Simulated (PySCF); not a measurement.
# Shieldings and the share of exact exchange

Molecule: `CCC[SiH3]`, C3H10Si.

Atom-mapped SMILES (the numbers label the heavy atoms): `[CH3:1][CH2:2][CH2:3][SiH3:4]`; H(Xn) means a hydrogen on atom n.

GIAO shieldings (ppm, equivalent atoms averaged) in PySCF on the PBE0-D3(BJ)/def2-SVP geometry, basis pcSseg-2, gas phase, non-relativistic:

| functional | exact exchange (%) | σ(Si4) |
| --- | --- | --- |
| BLYP | 0 | 380.4 |
| BP86 | 0 | 391.0 |
| PBE | 0 | 392.9 |
| B3LYP | 20 | 391.5 |
| PBE0 | 25 | 406.1 |
| BHandHLYP | 50 | 408.0 |
| HF | 100 | 438.5 |

Problem. Fit each shielding as a line in the percentage of exact exchange.

Solution. σ(Si4) = 387.4 + 0.49 x (rms 5.1 ppm). The functionals also differ in their semilocal parts, which the line can't hold; Hartree–Fock has no correlation at all.

Problem. What does the line predict for mPW1PW91 (25 %), and what does the run give?

Solution. σ(Si4): 399.6 predicted, 404.2 computed ppm.
